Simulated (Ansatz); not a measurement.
## Scan of the N1–H3 bond length

GaNH₆ (SMILES [NH3+][GaH3-]), singlet, at its PBE0-D4/def2-TZVP minimum:

N1  (-0.313, -0.154, -0.970)
Ga2  (0.367, 0.153, 1.048)
H3  (-0.334, 0.723, -1.478)
H4  (-1.247, -0.547, -0.977)
H5  (0.302, -0.790, -1.463)
H6  (-0.755, 1.164, 1.516)
H7  (1.800, 0.736, 0.719)
H8  (0.273, -1.344, 1.550)
(Å)

The bond length N1–H3 (1.013 Å at the minimum) is set to the values below, the two halves moving rigidly along the bond. Each method's energies count from its own value at the PBE0-D4 minimum structure. Program: Ansatz 0.2.0. Basis: def2-TZVPP. Cores are frozen in the correlated methods. Filled d shells of the heavier atoms are correlated. The def2 sets are not built for correlating such inner shells, so the correlated values are less sure here. B3LYP uses VWN-RPA correlation.

```
bond length (Å)  CCSD(T) (kJ/mol)  MP2 (kJ/mol)  PBE-D4 (kJ/mol)  PBE0-D4 (kJ/mol)  wB97M-V (kJ/mol)
          0.892              41.2          40.6             44.9              40.9              40.7
          0.927              19.2          18.8             21.9              19.0              18.9
          0.979               2.7           2.5              3.8               2.6               2.6
          1.039               1.3           1.5              0.5               1.4               1.4
          1.106              15.2          16.0             12.2              15.7              15.6
          1.178              41.7          43.3             36.5              42.8              42.5
          1.254              77.3          80.2             69.9              79.4              79.0
          1.335             119.7         124.2            110.0             123.0             122.6
          1.419             165.1         171.8            153.1             170.1             170.0
```

Largest difference from the CCSD(T) curve over the scan: r2SCAN-D4 0.4; B3LYP-D4 1.3; HF 32.4 kJ/mol. Each curve counts from its own value at the minimum.

T1 diagnostic: at most 0.013.

For scale, one of the runs: CCSD(T)/def2-TZVPP, 163 basis functions (an equivalent command: `ansatz run in.yaml --threads 2`). Hardware: 2 CPU threads, shared host. Wall time 42 s; peak host memory 1.3 GiB.
